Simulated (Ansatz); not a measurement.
Basis-set series for `[CH3][W](=[S])(=[S])[Cl]`. The species carries charge 0 and has multiplicity 1. W takes the def2 core potential. Geometry: relaxed with PBE0-D4/def2-TZVP.

| functional | basis | functions | energy (Eh) | HOMO (eV) | LUMO (eV) |
| --- | --- | --- | --- | --- | --- |
| PBE0-D4 | def2-SVP | 115 | -1362.84355 | -7.47 | -3.24 |
| PBE0-D4 | def2-TZVPP | 255 | -1363.34078 | -7.43 | -3.22 |
| ωB97M-V | def2-SVP | 115 | -1363.13029 | -9.41 | -1.17 |
| ωB97M-V | def2-TZVPP | 255 | -1363.62701 | -9.40 | -1.19 |

Problem. Give the rows for def2-QZVPP. (An estimate is asked.)

Solution. The calculation gave: 
| functional | basis | functions | energy (Eh) | HOMO (eV) | LUMO (eV) |
| --- | --- | --- | --- | --- | --- |
| PBE0-D4 | def2-QZVPP | 438 | -1363.38174 | -7.44 | -3.24 |
| ωB97M-V | def2-QZVPP | 438 | -1363.66603 | -9.42 | -1.22 |

All numbers were calculated with Ansatz.
